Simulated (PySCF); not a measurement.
Mayer bond orders and bond lengths

C5H6N2Si.
SMILES with atom numbers: `[CH3:1][C:2]#[C:3]/[CH:4]=[N:5]\[SiH2:6][C:7]#[N:8]` (hydrogens: H9, H10, H11 on C1; H12 on C4; H13, H14 on Si6)

Geometry (PBE0-D3(BJ)/def2-SVP, Å), atoms numbered from 1 in this order:
```xyz
14
C5H6N2Si angstrom
C     -1.0398    2.3208    0.1316
C     -0.3361    1.2511    0.8040
C      0.2527    0.3093    1.2992
C      0.9304   -0.8590    1.7666
N      1.1295   -1.9205    1.0911
Si     0.7089   -2.3869   -0.5183
C     -0.0739   -1.0521   -1.5855
N     -0.5509   -0.2197   -2.2383
H     -1.0808    2.1073   -0.9491
H     -2.0717    2.4027    0.5073
H     -0.5427    3.2899    0.2904
H      1.3078   -0.8184    2.8053
H      1.9423   -2.8008   -1.2336
H     -0.2800   -3.4939   -0.4550
```

Bond orders from the PBE0/pcSseg-1 density (PySCF). Geometry: PBE0-D3(BJ)/def2-SVP, one conformer, isolated molecule.

(1) How far do the computed orders between heavy atoms stray from the drawn ones?

(2) Set the Mayer orders of the bonds between heavy atoms beside their lengths.

Answers

(1) The largest departure is 0.605, at C2–C3 (drawn triple, 2.395). Drawn single, order above 1.12: C1–C2 (1.224) and C3–C4 (1.153). Drawn single, order below 0.88: Si6–C7 (0.783). Drawn double or triple, more than 0.30 short of the drawn order: C2–C3 (2.395).

(2) 
| bond | drawn as | length (Å) | Mayer order |
| --- | --- | --- | --- |
| C1–C2 | single | 1.446 | 1.224 |
| C2–C3 | triple | 1.216 | 2.395 |
| C3–C4 | single | 1.429 | 1.153 |
| C4–N5 | double | 1.274 | 1.796 |
| N5–Si6 | single | 1.728 | 1.031 |
| Si6–C7 | single | 1.880 | 0.783 |
| C7–N8 | triple | 1.160 | 2.886 |

By pair of heavy elements: C–C: lowest C3–C4 (1.153, 1.429 Å), highest C2–C3 (2.395, 1.216 Å); in 1 of the 3 pairs the longer bond (by over 0.003 Å) has the higher order (by 0.02 or more). C–N: lowest C4–N5 (1.796, 1.274 Å), highest C7–N8 (2.886, 1.160 Å).

And the bonds to hydrogen?

C–H: 0.91 to 0.93 (4 bonds); H–Si: 0.93 (2 bonds).

Sum the orders of all bonds at each heavy atom with more than one neighbour and set the sums beside the valence in the SMILES.

C1 3.970 (drawn 4), C2 3.619 (drawn 4), C3 3.548 (drawn 4), C4 3.879 (drawn 4), N5 2.827 (drawn 3), Si6 3.678 (drawn 4), C7 3.669 (drawn 4). Orders between atoms that aren't bonded are not in these sums.

For a closed shell the Mayer order of atoms A and B is Σ (PS)μν (PS)νμ over the basis functions μ on A and ν on B, with P the density and S the overlap matrix.

These values come from a run that also computed NMR shieldings. On Arm Neoverse V2, one thread, shared host with 32 logical CPUs at a one-minute load of 22, this took 30 s wall (grids of density and orbitals included) and 0.82 GiB of memory at its peak.
